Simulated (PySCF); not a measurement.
PySCF input file for CH₇ClFNSi₂, SMILES Cl[Si@@H]([SiH2]NC)F, TDDFT-M06-2X/def2-SVPD. Coordinates come from a B3LYP-D3(BJ)/def2-SVP optimisation. The structure was generated by enumeration; whether it is a known compound was not checked. Other conformers were not sampled.

```python
import numpy as np
from pyscf import gto, scf, dft, tdscf

mol = gto.M(
    atom='''
    C    -3.23981694   -1.09131682   -0.57722407
    N    -1.78601819   -1.06723537   -0.56566140
    Si   -0.81189682    0.26703453   -1.09203697
    Si    1.26788874    0.00799053   -0.04164788
    F     2.30342645    1.15376709   -0.56214447
    Cl    1.01455405    0.25934429    2.00336815
    H    -3.63242896   -1.71719040    0.24222928
    H    -3.67469961   -1.46490954   -1.52531492
    H    -3.62867946   -0.07286640   -0.41859290
    H    -1.36765120   -1.99284298   -0.56742259
    H    -1.45224144    1.52647335   -0.61665554
    H    -0.59895939    0.40428455   -2.57260036
    H     1.93354505   -1.30750764   -0.24503940
    ''',
    basis='def2-SVPD',
    charge=0,
    spin=0,
    max_memory=1600,
    verbose=4,
)
mf = dft.RKS(mol, xc='m06-2x').density_fit(auxbasis='def2-universal-jkfit')
mf.grids.level = 4
mf.conv_tol = 1e-9
mf.max_cycle = 100
mf.kernel()
mf.grids = dft.Grids(mol).set(level=2).build(with_non0tab=True)  # coarser grid for the response kernel
td = tdscf.TDDFT(mf)
td.singlet = True
td.nstates = 10
td.conv_tol = 1e-4
td.positive_eig_threshold = 1e-6
td.kernel(x0=td.get_init_guess(mf, 15))
td.analyze()
tt = tdscf.TDA(mf)
tt.singlet = False
tt.nstates = 4
tt.conv_tol = 1e-4
tt.positive_eig_threshold = 1e-6
tt.kernel(x0=tt.get_init_guess(mf, 9))
tt.analyze(verbose=3)
```

Program output:

```
PySCF version 2.14.0

[INPUT] verbose = 4
[INPUT] num. atoms = 13
[INPUT] num. electrons = 74
[INPUT] charge = 0
[INPUT] spin (= nelec alpha-beta = 2S) = 0
[INPUT] symmetry False subgroup None
[INPUT] Mole.unit = angstrom
[INPUT] Symbol           X                Y                Z      unit          X                Y                Z       unit  Magmom
[INPUT]  1 C     -3.239816940000  -1.091316820000  -0.577224070000 AA   -6.122366710326  -2.062289904931  -1.090795404807 Bohr   0.0
[INPUT]  2 N     -1.786018190000  -1.067235370000  -0.565661400000 AA   -3.375085232591  -2.016782559749  -1.068945125238 Bohr   0.0
[INPUT]  3 Si    -0.811896820000   0.267034530000  -1.092036970000 AA   -1.534262631205   0.504622127502  -2.063650791200 Bohr   0.0
[INPUT]  4 Si     1.267888740000   0.007990530000  -0.041647880000 AA    2.395962475020   0.015099913290  -0.078703086869 Bohr   0.0
[INPUT]  5 F      2.303426450000   1.153767090000  -0.562144470000 AA    4.352845138579   2.180303811636  -1.062299090739 Bohr   0.0
[INPUT]  6 Cl     1.014554050000   0.259344290000   2.003368150000 AA    1.917229293068   0.490089680070   3.785817130177 Bohr   0.0
[INPUT]  7 H     -3.632428960000  -1.717190400000   0.242229280000 AA   -6.864295901339  -3.245019559732   0.457746998551 Bohr   0.0
[INPUT]  8 H     -3.674699610000  -1.464909540000  -1.525314920000 AA   -6.944175852946  -2.768277827863  -2.882427452513 Bohr   0.0
[INPUT]  9 H     -3.628679460000  -0.072866400000  -0.418592900000 AA   -6.857210373235  -0.137697539683  -0.791025938687 Bohr   0.0
[INPUT] 10 H     -1.367651200000  -1.992842980000  -0.567422590000 AA   -2.584486201933  -3.765927441462  -1.072273291991 Bohr   0.0
[INPUT] 11 H     -1.452241440000   1.526473350000  -0.616655540000 AA   -2.744338588344   2.884616567947  -1.165310083796 Bohr   0.0
[INPUT] 12 H     -0.598959390000   0.404284550000  -2.572600360000 AA   -1.131869206837   0.763987075893  -4.861510108357 Bohr   0.0
[INPUT] 13 H      1.933545050000  -1.307507640000  -0.245039400000 AA    3.653870594008  -2.470831345376  -0.463057355728 Bohr   0.0

nuclear repulsion = 441.474601984588
number of shells = 84
number of NR pGTOs = 292
number of NR cGTOs = 194
basis = def2-SVPD
ecp = {}


[settings echo left out]
init E= -1235.9048552853
  HOMO = -0.269458146765383  LUMO = -0.0480335091536066  gap/eV = 6.02527
cycle= 1 E= -1235.56749511353  delta_E= 0.337  |g|= 0.546  |ddm|= 4.27
  HOMO = -0.287537747376948  LUMO = -0.0258798823335056  gap/eV = 7.12007
cycle= 2 E= -1235.5615308802  delta_E= 0.00596  |g|= 0.635  |ddm|= 1.31
  HOMO = -0.312007890686292  LUMO = -0.00657335454135177  gap/eV = 8.31130
cycle= 3 E= -1235.63675097555  delta_E= -0.0752  |g|= 0.049  |ddm|= 0.606
  HOMO = -0.306662532224637  LUMO = -0.00050869970235512  gap/eV = 8.33087
cycle= 4 E= -1235.63719447221  delta_E= -0.000443  |g|= 0.0228  |ddm|= 0.103
  HOMO = -0.307126282559194  LUMO = -0.00191489593112371  gap/eV = 8.30522
cycle= 5 E= -1235.63733822759  delta_E= -0.000144  |g|= 0.00397  |ddm|= 0.0425
  HOMO = -0.307544033981106  LUMO = -0.00196229033700934  gap/eV = 8.31530
cycle= 6 E= -1235.63734237502  delta_E= -4.15e-06  |g|= 0.00133  |ddm|= 0.00939
  HOMO = -0.307278732233923  LUMO = -0.00191136828173244  gap/eV = 8.30947
cycle= 7 E= -1235.63734276579  delta_E= -3.91e-07  |g|= 0.000553  |ddm|= 0.00202
  HOMO = -0.307350947210703  LUMO = -0.00192077777578836  gap/eV = 8.31118
cycle= 8 E= -1235.63734284064  delta_E= -7.48e-08  |g|= 8.91e-05  |ddm|= 0.000893
  HOMO = -0.307346791140837  LUMO = -0.00192109646103233  gap/eV = 8.31106
cycle= 9 E= -1235.63734284357  delta_E= -2.93e-09  |g|= 3.11e-05  |ddm|= 0.000267
  HOMO = -0.307346436037607  LUMO = -0.00192184172998822  gap/eV = 8.31103
cycle= 10 E= -1235.63734284389  delta_E= -3.24e-10  |g|= 8.88e-06  |ddm|= 6.36e-05
  HOMO = -0.307346334007343  LUMO = -0.00192112028819347  gap/eV = 8.31104
Extra cycle  E= -1235.63734284391  delta_E= -1.64e-11  |g|= 6.77e-06  |ddm|= 2.47e-05
converged SCF energy = -1235.63734284391
tot grids = 107008
Overwritten attributes  positive_eig_threshold  of <class 'pyscf.tdscf.rks.TDDFT'>


******** <class 'pyscf.tdscf.rks.TDDFT'> for <class 'pyscf.df.df_jk.DFRKS'> ********
nstates = 10 singlet
deg_eia_thresh = 1.000e-03
wfnsym = None
conv_tol = 0.0001
eigh lindep = 1e-12
eigh level_shift = 0
eigh max_cycle = 100


Excitation energies (eV)
[5.34284165 6.15392138 6.43481298 6.72324477 6.91237918 7.09857921
 7.31371    7.47475677 7.86585831 8.02843824]

** Singlet excitation energies and oscillator strengths **
Excited State   1:      5.34284 eV    232.06 nm  f=0.0025
      37 -> 38        0.68196
Excited State   2:      6.15392 eV    201.47 nm  f=0.0248
      36 -> 39        0.14992
      37 -> 39        0.65996
Excited State   3:      6.43481 eV    192.68 nm  f=0.0150
      36 -> 38       -0.54874
      37 -> 40       -0.37715
      37 -> 42       -0.12520
      37 -> 47        0.10620
Excited State   4:      6.72324 eV    184.41 nm  f=0.0285
      36 -> 38        0.39077
      36 -> 39       -0.17455
      37 -> 40       -0.44763
      37 -> 41       -0.15365
      37 -> 42       -0.17746
Excited State   5:      6.91238 eV    179.37 nm  f=0.0069
      36 -> 39       -0.44655
      37 -> 40        0.21673
      37 -> 41       -0.40292
      37 -> 44        0.18168
Excited State   6:      7.09858 eV    174.66 nm  f=0.0823
      36 -> 39        0.44481
      37 -> 39       -0.16147
      37 -> 41       -0.46471
      37 -> 44        0.14980
Excited State   7:      7.31371 eV    169.52 nm  f=0.0314
      37 -> 40       -0.20442
      37 -> 41       -0.15805
      37 -> 42        0.32865
      37 -> 43       -0.34890
      37 -> 44       -0.25994
      37 -> 45        0.27528
      37 -> 47       -0.13064
Excited State   8:      7.47476 eV    165.87 nm  f=0.0223
      37 -> 42        0.47846
      37 -> 43        0.36918
      37 -> 45       -0.26775
Excited State   9:      7.86586 eV    157.62 nm  f=0.0210
      33 -> 38       -0.12229
      36 -> 40       -0.39169
      36 -> 41        0.14191
      37 -> 41        0.11453
      37 -> 43        0.12971
      37 -> 44        0.29536
      37 -> 45        0.29757
      37 -> 47        0.12776
      37 -> 50        0.10399
Excited State  10:      8.02844 eV    154.43 nm  f=0.0526
      34 -> 38       -0.17531
      36 -> 40       -0.28567
      36 -> 41        0.40878
      36 -> 44       -0.11698
      37 -> 42       -0.15547
      37 -> 44       -0.13874
      37 -> 45       -0.21130
      37 -> 46       -0.12586
      37 -> 47       -0.25606

** Transition electric dipole moments (AU) **
state          X           Y           Z        Dip. S.      Osc.
  1         0.0940     -0.0797     -0.0606      0.0189      0.0025
  2         0.0057     -0.0917      0.3952      0.1646      0.0248
  3        -0.1354      0.2478     -0.1235      0.0950      0.0150
  4         0.2572     -0.1876      0.2682      0.1732      0.0285
  5         0.0887     -0.0175     -0.1801      0.0406      0.0069
  6         0.5556      0.1165      0.3884      0.4732      0.0823
  7         0.0542      0.0035      0.4148      0.1750      0.0314
  8         0.0664     -0.1686      0.2984      0.1219      0.0223
  9         0.2656      0.1001      0.1684      0.1089      0.0210
 10        -0.4316      0.2456     -0.1436      0.2672      0.0526

** Transition velocity dipole moments (imaginary part, AU) **
state          X           Y           Z        Dip. S.      Osc.
  1         0.0216     -0.0200     -0.0129      0.0010      0.0035
  2         0.0007     -0.0195      0.0997      0.0103      0.0304
  3        -0.0360      0.0705     -0.0351      0.0075      0.0212
  4         0.0688     -0.0541      0.0715      0.0128      0.0345
  5         0.0275     -0.0050     -0.0492      0.0032      0.0084
  6         0.1523      0.0331      0.1133      0.0371      0.0949
  7         0.0152      0.0029      0.1239      0.0156      0.0387
  8         0.0230     -0.0504      0.0827      0.0099      0.0241
  9         0.0773      0.0327      0.0500      0.0095      0.0220
 10        -0.1364      0.0783     -0.0425      0.0265      0.0600

** Transition magnetic dipole moments (imaginary part, AU) **
state          X           Y           Z
  1        -0.4418      0.2729     -0.0092
  2        -0.1076      0.1232      0.2351
  3        -0.4467     -0.2580      0.2036
  4         0.3350     -0.2712     -0.0667
  5         0.6837      0.7344      0.1871
  6         0.0602     -0.3652      0.0106
  7        -0.6417     -0.1279      0.1731
  8         0.4138      0.2910      0.0550
  9        -0.4472      0.6802      0.4128
 10         0.2216     -0.9085      0.1862
Overwritten attributes  positive_eig_threshold  of <class 'pyscf.tdscf.rks.TDA'>


******** <class 'pyscf.tdscf.rks.TDA'> for <class 'pyscf.df.df_jk.DFRKS'> ********
nstates = 4 triplet
deg_eia_thresh = 1.000e-03
wfnsym = None
conv_tol = 0.0001
eigh lindep = 1e-12
eigh level_shift = 0
eigh max_cycle = 100


Excitation energies (eV)
[5.0521633  5.75015683 5.9170041  6.52605382]

** Triplet excitation energies and oscillator strengths **
Excited State   1:      5.05216 eV    245.41 nm  f=0.0000
Excited State   2:      5.75016 eV    215.62 nm  f=0.0000
Excited State   3:      5.91700 eV    209.54 nm  f=0.0000
Excited State   4:      6.52605 eV    189.98 nm  f=0.0000
```

The run converged.
